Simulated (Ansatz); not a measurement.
A structure relaxed at PBE0-D4/def2-TZVP, charge 0, multiplicity 1:

```xyz
5

S    -0.8086    0.2137    1.9408
Nb    0.0010   -0.0003   -0.0024
Cl    1.3571   -1.8101   -0.0013
Cl   -1.7142   -0.2805   -1.4495
Cl    1.1647    1.8773   -0.4875
```

(1) Give its formula and SMILES.

(2) Point group (tolerance 0.08 Å, 0.16 Å for H)?

(3) Summarise the bond lengths by kind.

## Answers

(1) Cl3NbS, `[S]=[Nb]([Cl])([Cl])[Cl]`.

(2) C3v.

(3) 1 × Nb–S 2.116 Å; 3 × Cl–Nb 2.262 Å.

Program: Ansatz 0.2.0.
